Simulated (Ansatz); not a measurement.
C$_{2}$H$_{9}$BN$_{2}$, SMILES `BNCCN` from Hartree–Fock to CCSD(T)

Z-matrix (Å, degrees):
```
C
N 1 1.443
C 1 1.518 2 111.2
H 1 1.092 2 108.9 3 121.9
H 1 1.100 2 110.4 3 -120.8
B 2 1.381 1 127.4 3 -131.2
H 2 1.011 1 111.4 3 46.2
N 3 1.456 1 109.6 2 -59.1
H 3 1.100 1 109.1 2 175.5
H 3 1.094 1 108.6 2 58.8
H 6 1.198 2 119.0 1 178.9
H 6 1.200 2 119.1 1 -1.0
H 8 1.013 3 110.8 1 -75.6
H 8 1.011 3 111.4 1 165.1
```

The species carries charge 0 and has multiplicity 1. The geometry is a stationary point of PBE0-D4/def2-TZVP. It is one conformer, not always the lowest. Frozen core, restricted reference, the Gaussian-basis code of Ansatz. CBS rows extrapolate triple and quadruple zeta; past MP2 they add the triple-zeta difference.

| basis | HF (Eh) | MP2 corr. |
| --- | --- | --- |
| def2-TZVPP | -214.66789 | -0.88192 |
| def2-QZVPP | -214.67845 | -0.94052 |

(1) Estimate the CCSD correlation energy and the (T) correction in each basis where they were run (hartree).

Answers

(1) 
| basis | CCSD corr. | (T) |
| --- | --- | --- |
| def2-TZVPP | -0.92913 | -0.03614 |
| CBS(def2) | -1.03114 | as TZ |
